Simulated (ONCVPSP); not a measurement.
u(r) = r·R(r): atom against pseudo-atom (silver)

Columns: radius, all-electron u(r) and pseudo u(r) of the 4p shell (level -59.66 eV) of silver in the configuration [Ar] 3d10 4s2 4p6 4d10 5s0.5 5p0.5; PBE, scalar-relativistic, ONCV scheme, ONCVPSP 4.0.1.

```tsv
r (bohr)	all-electron	pseudo
0.090	0.3494	0.0203
0.180	-0.3131	0.0827
0.270	-0.6183	0.1902
0.360	-0.4042	0.3409
0.450	0.0341	0.5234
0.540	0.4714	0.7162
0.630	0.8080	0.8923
0.720	1.0212	1.0271
0.810	1.1234	1.1051
0.900	1.1411	1.1238
0.990	1.1009	1.0911
1.080	1.0254	1.0216
1.170	0.9316	0.9306
1.260	0.8311	0.8309
1.350	0.7314	0.7313
1.440	0.6370	0.6369
1.530	0.5504	0.5503
1.620	0.4725	0.4724
1.710	0.4036	0.4035
1.800	0.3433	0.3433
1.890	0.2911	0.2910
1.980	0.2461	0.2461
2.070	0.2076	0.2076
2.160	0.1748	0.1748
2.250	0.1470	0.1470
2.340	0.1234	0.1234
```

**Question.** How many radial nodes do the two functions have?

**Answer.** The all-electron 4p function has n − l − 1 = 2; the pseudo-wave has 0, since the states of the same l below it are removed with the core.

**Question.** At about which radius was the pseudo-wave matched?

**Answer.** 1.35 bohr, where the columns begin to agree (steps of 0.09 bohr).

**Question.** Where does each function peak?

**Answer.** Outermost all-electron maximum near 0.90 bohr, pseudo maximum near 0.90 bohr (to the table’s step).

**Question.** Is the pseudo-wave norm-conserving?

**Answer.** Yes: the ONCV scheme keeps the norm inside the radius equal to the all-electron one, which fixes the energy derivative of the logarithmic derivative at the level.
